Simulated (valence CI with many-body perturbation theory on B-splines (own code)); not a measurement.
Pb LII: electric-dipole lines

Level of theory: valence CI with perturbative core correlation (CI+MBPT): three valence electrons over a frozen Dirac-Fock core [Ar] 3d10, a basis of 11 s, 11 p, 9 d, 7 f, 5 g, 2 h, 1 i functions for each j, with the one-electron correlation potential Σ1, the two-electron term Σ2, the three-electron term Σ3, Breit, model QED; selected CI, second order for the rest (own B-spline code, finite nucleus).

No measured spectrum was set against this ion. As an estimate, large intervals hold to a few tenths of a per cent, small ones and those within an open d or f shell to about a per cent.

Lines 101 to 150 of 263 in falling wavelength, among levels below 822.43 eV, chosen from the strongest by gf and those to the six lowest levels. Wavelengths and rates use the calculated energies. Electric multipoles are in the length gauge, E1 and E2 with the static RPA response of the core. Weak lines are less certain than strong ones. Lines between different terms over intervals too small for the method are left out, as are lines whose strength nearly cancels. The highest levels of a list are the least certain.

Levels are named by their leading jj configuration (3d3/2^4 stands for four electrons in 3d with j = 3/2), which in mixed levels can hold well under half, so a name can repeat and another be missing. Letters in brackets count levels of one name in rising energy.

```tsv
λ vac (Å)	Upper	Lower	A (s⁻¹)	S (a.u.) with core polarisation	S without
54.01	(4s^2 4f5/2) J=5/2	(4s^2 4d3/2) J=3/2	1.81e+11	8.44e-02	8.84e-02
53.91	(4s 4p1/2 4d5/2) J=5/2 [b]	(4s 4p1/2 4p3/2) J=5/2	1.24e+11	5.75e-02	6.05e-02
53.87	(4s 4p1/2 4f5/2) J=3/2	(4s 4p1/2 4d3/2) J=1/2	2.63e+11	8.12e-02	8.52e-02
53.48	(4s 4p1/2 4d5/2) J=3/2	(4s 4p1/2 4p3/2) J=5/2	2.69e+10	8.11e-03	8.56e-03
52.25	(4s 4p3/2 4d5/2) J=7/2 [b]	(4s 4p3/2^2) J=5/2	7.21e+11	4.06e-01	4.27e-01
51.94	(4s 4p1/2 4f5/2) J=7/2	(4s 4p1/2 4d3/2) J=5/2	2.65e+11	1.47e-01	1.54e-01
51.67	(4s 4p1/2 4d5/2) J=5/2 [b]	(4s 4p1/2 4p3/2) J=3/2 [a]	1.22e+10	4.99e-03	5.25e-03
51.40	(4s 4p1/2 4f5/2) J=5/2 [a]	(4s 4p1/2 4d3/2) J=3/2 [a]	3.63e+11	1.46e-01	1.53e-01
51.27	(4s 4p1/2 4d5/2) J=3/2	(4s 4p1/2 4p3/2) J=3/2 [a]	8.95e+10	2.38e-02	2.51e-02
50.76	(4s 4p1/2 4f5/2) J=5/2 [b]	(4s 4p1/2 4d3/2) J=5/2	9.57e+10	3.71e-02	3.89e-02
50.75	(4s 4p3/2 4d3/2) J=7/2	(4s^2 4d5/2) J=5/2	5.39e+10	2.78e-02	2.93e-02
50.45	(4s 4p3/2 4d5/2) J=3/2 [b]	(4s 4p3/2^2) J=5/2	7.81e+10	1.98e-02	2.09e-02
50.29	(4p1/2 4p3/2 4d3/2) J=7/2	(4s 4p1/2 4d5/2) J=5/2 [b]	4.06e+10	2.04e-02	2.14e-02
49.64	(4s 4p3/2 4d5/2) J=5/2 [b]	(4s 4p3/2^2) J=5/2	1.03e+11	3.74e-02	3.95e-02
47.81	(4p1/2 4p3/2 4d3/2) J=5/2 [b]	(4s 4p1/2 4d5/2) J=3/2	6.30e+10	2.04e-02	2.15e-02
45.56	(4s 4p1/2 4p3/2) J=3/2 [a]	(4s^2 4p1/2) J=1/2	8.52e+09	1.59e-03	1.68e-03
45.10	(4p1/2 4p3/2 4d5/2) J=7/2 [a]	(4s 4p1/2 4d5/2) J=5/2 [b]	7.43e+10	2.69e-02	2.84e-02
44.92	(4s 4p3/2 4d5/2) J=5/2 [a]	(4s^2 4d5/2) J=5/2	3.35e+11	9.00e-02	9.50e-02
44.38	(4s 4p3/2^2) J=5/2	(4s^2 4p3/2) J=3/2	5.33e+11	1.38e-01	1.46e-01
44.26	(4p1/2 4p3/2 4d5/2) J=3/2 [a]	(4s 4p1/2 4d5/2) J=3/2	5.99e+11	1.02e-01	1.08e-01
43.99	(4p1/2 4p3/2 4d5/2) J=7/2 [a]	(4s 4p1/2 4d5/2) J=7/2	7.38e+10	2.48e-02	2.62e-02
43.93	(4p1/2 4p3/2^2) J=3/2	(4s 4p1/2 4p3/2) J=1/2	9.04e+11	1.51e-01	1.60e-01
43.85	(4s 4p3/2 4d5/2) J=3/2 [a]	(4s^2 4d5/2) J=5/2	1.81e+11	3.01e-02	3.17e-02
43.80	(4s 4p3/2 4d5/2) J=7/2 [a]	(4s^2 4d5/2) J=5/2	2.60e+11	8.63e-02	9.10e-02
43.73	(4p1/2 4p3/2 4d5/2) J=5/2 [a]	(4s 4p1/2 4d5/2) J=5/2 [b]	5.87e+11	1.45e-01	1.53e-01
43.57	(4p1/2 4p3/2^2) J=3/2	(4s 4p1/2 4p3/2) J=3/2 [b]	1.92e+11	3.14e-02	3.31e-02
43.42	(4p1/2 4p3/2 4d5/2) J=9/2	(4s 4p1/2 4d5/2) J=7/2	6.46e+11	2.61e-01	2.75e-01
43.40	(4p1/2 4p3/2^2) J=5/2	(4s 4p1/2 4p3/2) J=3/2 [b]	7.64e+11	1.85e-01	1.95e-01
43.17	(4p1/2 4p3/2 4d3/2) J=5/2 [a]	(4s 4p1/2 4d3/2) J=5/2	3.09e+11	7.36e-02	7.77e-02
42.96	(4p1/2 4p3/2 4d5/2) J=7/2 [a]	(4s 4p1/2 4d5/2) J=5/2 [a]	9.16e+11	2.87e-01	3.03e-01
42.82	(4p1/2 4p3/2 4d3/2) J=3/2 [a]	(4s 4p1/2 4d3/2) J=5/2	2.18e+11	3.38e-02	3.57e-02
42.72	(4s 4p3/2 4d3/2) J=3/2 [b]	(4s^2 4d3/2) J=3/2	8.94e+11	1.38e-01	1.45e-01
42.69	(4p1/2 4p3/2 4d5/2) J=5/2 [a]	(4s 4p1/2 4d5/2) J=7/2	1.84e+11	4.23e-02	4.47e-02
42.65	(4p3/2^3) J=3/2	(4s 4p3/2^2) J=3/2	2.35e+12	3.61e-01	3.81e-01
42.53	(4p1/2 4p3/2 4d3/2) J=3/2 [b]	(4s 4p1/2 4d3/2) J=3/2 [b]	2.17e+11	3.29e-02	3.48e-02
42.50	(4p1/2 4p3/2^2) J=1/2	(4s 4p1/2 4p3/2) J=1/2	3.35e+11	2.54e-02	2.68e-02
42.31	(4s 4p3/2 4d5/2) J=7/2 [b]	(4s^2 4d5/2) J=5/2	1.14e+12	3.40e-01	3.59e-01
42.24	(4p1/2 4p3/2 4d3/2) J=3/2 [b]	(4s 4p1/2 4d3/2) J=1/2	3.50e+11	5.20e-02	5.49e-02
42.17	(4s^2 4f5/2) J=5/2	(4s 4p1/2 4p3/2) J=3/2 [b]	1.52e+11	3.37e-02	3.55e-02
42.17	(4p1/2 4p3/2 4d3/2) J=5/2 [b]	(4s 4p1/2 4d3/2) J=3/2 [b]	9.66e+11	2.14e-01	2.26e-01
42.16	(4p1/2 4p3/2^2) J=1/2	(4s 4p1/2 4p3/2) J=3/2 [b]	1.15e+12	8.49e-02	8.96e-02
42.09	(4p1/2 4p3/2 4d5/2) J=5/2 [b]	(4s 4p1/2 4d5/2) J=3/2	2.81e+11	6.21e-02	6.56e-02
42.09	(4p3/2^3) J=3/2	(4s 4p3/2^2) J=1/2	6.20e+11	9.13e-02	9.64e-02
42.00	(4p1/2 4p3/2 4d5/2) J=7/2 [b]	(4s 4p1/2 4d5/2) J=5/2 [b]	2.52e+11	7.39e-02	7.80e-02
41.96	(4p1/2^2 4p3/2) J=3/2	(4s 4p1/2^2) J=1/2	5.64e+11	8.22e-02	8.68e-02
41.93	(4p1/2 4p3/2 4d5/2) J=3/2 [a]	(4s 4p1/2 4d5/2) J=5/2 [a]	2.82e+11	4.10e-02	4.33e-02
41.91	(4s 4p1/2 4p3/2) J=3/2 [b]	(4s^2 4p1/2) J=1/2	8.46e+11	1.23e-01	1.30e-01
41.90	(4p1/2 4p3/2 4d3/2) J=1/2 [b]	(4s 4p1/2 4d3/2) J=1/2	5.85e+11	4.25e-02	4.48e-02
41.87	(4p1/2 4p3/2 4d3/2) J=5/2 [a]	(4s 4p1/2 4d3/2) J=3/2 [a]	4.32e+11	9.40e-02	9.92e-02
41.83	(4p1/2 4p3/2 4d3/2) J=7/2	(4s 4p1/2 4d3/2) J=5/2	1.11e+12	3.19e-01	3.37e-01
```
